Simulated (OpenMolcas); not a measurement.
## Computed transition rates of Ar IV

- Program: OpenMolcas 26.06
- Method: MS-RASPT2, IPEA 0.25 Eh, imaginary shift 0.1 Eh (closed shells correlated: 2s 2p)
- Basis: ANO-RCC-VTZP [5s4p2d1f]
- Scalar Hamiltonian: DKH2, point nucleus
- Active space: 5 electrons in 9 orbitals (RAS2 3s 3p; RAS3 3d, at most 2 electrons)
- State averaging: 2S+1 = 4 odd, 1 root; 2S+1 = 2 odd, 11 roots; 2S+1 = 4 even, 3 roots; 2S+1 = 2 even, 9 roots
- Spin-orbit coupling: RASSI with atomic mean-field integrals over the reference wave functions, term energies averaged over their components

Rates come from the transition moments of the reference wave functions (E1 and E2 in the length form). At fixed line strength A goes as λ^-3 for E1 and M1 and as λ^-5 for E2, so a rate at the computed wavelength can be rescaled to the measured one. Measured vacuum wavelengths follow from level energies in Saloman, J. Phys. Chem. Ref. Data 39, 033101 (2010). Branching counts decays inside the model space alone, at computed energies, and the table is only a selection of the E2 and M1 lines, drawn from those between levels with measured partners whose computed energy lies within a factor of 1.5 of the measured one.

```json
{"Upper": "3s2 3p3 2P* 3/2", "Lower": "3s2 3p3 4S* 3/2", "Type": "M1", "λ computed (nm)": "275.6", "λ measured (nm)": "285.5", "A computed (s-1)": "1.90e+00", "A rescaled (s-1)": "", "Branching %": "59.7"}
{"Upper": "3s2 3p3 2P* 1/2", "Lower": "3s2 3p3 4S* 3/2", "Type": "M1", "λ computed (nm)": "276.4", "λ measured (nm)": "286.9", "A computed (s-1)": "7.72e-01", "A rescaled (s-1)": "", "Branching %": "52.0"}
{"Upper": "3s2 3p3 2P* 3/2", "Lower": "3s2 3p3 2D* 3/2", "Type": "M1", "λ computed (nm)": "701.2", "λ measured (nm)": "717.3", "A computed (s-1)": "6.03e-01", "A rescaled (s-1)": "", "Branching %": "18.9"}
{"Upper": "3s2 3p3 2P* 1/2", "Lower": "3s2 3p3 2D* 3/2", "Type": "M1", "λ computed (nm)": "706.9", "λ measured (nm)": "726.5", "A computed (s-1)": "3.69e-01", "A rescaled (s-1)": "", "Branching %": "24.8"}
{"Upper": "3s2 3p3 2P* 3/2", "Lower": "3s2 3p3 2D* 5/2", "Type": "M1", "λ computed (nm)": "706.3", "λ measured (nm)": "724", "A computed (s-1)": "3.33e-01", "A rescaled (s-1)": "", "Branching %": "10.5"}
{"Upper": "3s2 3p3 2P* 3/2", "Lower": "3s2 3p3 2D* 5/2", "Type": "E2", "λ computed (nm)": "706.3", "λ measured (nm)": "724", "A computed (s-1)": "2.44e-01", "A rescaled (s-1)": "2.16e-01", "Branching %": "7.6"}
{"Upper": "3s2 3p3 2P* 1/2", "Lower": "3s2 3p3 2D* 3/2", "Type": "E2", "λ computed (nm)": "706.9", "λ measured (nm)": "726.5", "A computed (s-1)": "2.09e-01", "A rescaled (s-1)": "1.82e-01", "Branching %": "14.1"}
{"Upper": "3s2 3p3 2P* 1/2", "Lower": "3s2 3p3 2D* 5/2", "Type": "E2", "λ computed (nm)": "712.1", "λ measured (nm)": "733.4", "A computed (s-1)": "1.35e-01", "A rescaled (s-1)": "1.17e-01", "Branching %": "9.1"}
{"Upper": "3s2 3p3 2P* 3/2", "Lower": "3s2 3p3 2D* 3/2", "Type": "E2", "λ computed (nm)": "701.2", "λ measured (nm)": "717.3", "A computed (s-1)": "1.05e-01", "A rescaled (s-1)": "9.37e-02", "Branching %": "3.3"}
{"Upper": "3s2 3p3 2D* 3/2", "Lower": "3s2 3p3 4S* 3/2", "Type": "M1", "λ computed (nm)": "454", "λ measured (nm)": "474.1", "A computed (s-1)": "1.46e-02", "A rescaled (s-1)": "", "Branching %": "94.3"}
{"Upper": "3s2 3p3 2D* 5/2", "Lower": "3s2 3p3 4S* 3/2", "Type": "E2", "λ computed (nm)": "451.8", "λ measured (nm)": "471.3", "A computed (s-1)": "1.40e-03", "A rescaled (s-1)": "", "Branching %": "81.0"}
{"Upper": "3s2 3p3 2D* 3/2", "Lower": "3s2 3p3 4S* 3/2", "Type": "E2", "λ computed (nm)": "454", "λ measured (nm)": "474.1", "A computed (s-1)": "8.82e-04", "A rescaled (s-1)": "", "Branching %": "5.7"}
{"Upper": "3s2 3p3 2D* 5/2", "Lower": "3s2 3p3 4S* 3/2", "Type": "M1", "λ computed (nm)": "451.8", "λ measured (nm)": "471.3", "A computed (s-1)": "3.18e-04", "A rescaled (s-1)": "", "Branching %": "18.3"}
{"Upper": "3s2 3p3 2D* 5/2", "Lower": "3s2 3p3 2D* 3/2", "Type": "M1", "λ computed (nm)": "96850", "λ measured (nm)": "77400", "A computed (s-1)": "1.18e-05", "A rescaled (s-1)": "2.31e-05", "Branching %": "0.7"}
```

Spin-changing lines and M1 lines between different terms are not rescaled, since their strength hangs on the term gaps too.

The largest correction is for 3s2 3p3 2D* 5/2 → 3s2 3p3 2D* 3/2 (M1): 1.18e-05 × (96850 / 77400)^3 = 2.31e-05 s-1, a factor of 1.96.

No measured rate stands beside these. Rescaling mends the energy factor alone: line strengths can still be far off where a level mixes with configurations outside the active space, and weak or spin-changing lines hang on small mixing coefficients that depend on the term gaps too, so rescaling need not improve them.

The run also gave levels led by 3s2 3p2 3d, which use shells meant for correlation; these and all levels above them are left out. Computed and measured levels are paired by configuration, term and J; levels that our copy of the source lacks, or whose pairing is in doubt (as where it misses far off the trend of its configuration), stay unpaired. Only configurations of the active space appear.

* marks odd parity.
